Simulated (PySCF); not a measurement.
# Structure from 2D NMR

Compound of formula C6H3N. Correlations simulated from computed shifts and couplings:

HSQC (one-bond C–H):
```
  δH     δC  1J(C,H) (Hz)
7.70  133.3           253
2.64   14.9           189
1.28   71.9           266
```

COSY cross peaks (|J| ≥ 2 Hz):
```
  δH    δH  abs. J (Hz)  bonds
2.64  1.28          2.2      4
```

HMBC (two and three bonds, |J| ≥ 2.5 Hz):
```
  δH        δC [abs. J in Hz]
7.70               14.9 [2.9]
2.64   90.3 [6.7], 71.9 [4.3]
1.28  90.3 [51.6], 14.9 [4.3]
```

Carbons without hydrogens: δ 114.5, 108.5, 90.3.

[PySCF 2.14: NMR shieldings at PBE0/pcSseg-1/GIAO; structure optimised with GFN2-xTB; J: B3LYP/pcJ-1 (spin–dipole term only in couplings to heteroatoms); in vacuum; relativity neglected; single conformer]

δ = σ(ref) − σ, references computed at the same level: 1H, 13C against TMS.

Exchangeable hydrogens are left out of these lists, and C,H couplings along chains are those of one rotamer, so weak HMBC peaks may be missing or extra.

Question: Assemble the structure.

Answer: `C#C[C@@H]1C=C1C#N`.

Atoms are numbered as in `[CH:1]#[C:2][C@@H:3]1[CH:4]=[C:5]1[C:6]#[N:7]`. Each H is labelled by its parent atom.

δC 133.3 is C4, an alkene CH (δH 7.70). δC 114.5 is C6, a nitrile carbon. δC 108.5 is C5, a fully substituted alkene carbon. δC 90.3 is C2, an alkyne carbon. δC 71.9 is C1, a terminal alkyne carbon (δH 1.28). δC 14.9 is C3, a three-membered-ring carbon (δH 2.64). HMBC from δH 2.64 reaches the proton-free carbon C2. HMBC from δH 1.28 reaches the proton-free carbon C2. COSY links 2.64–1.28.

The shifts were computed for this structure.

Unscaled 3J(H,H) at this level run about 10 % above measured values. Shifts are as computed. Against solution values, carbons near 30 ppm lie about +3 ppm off and those near 130 ppm about +5 ppm. Of 1211 compounds with measured shifts, 218 miss one by over three times the rms of a fit or turn the order of signals round; such compounds aren't used in these exercises.
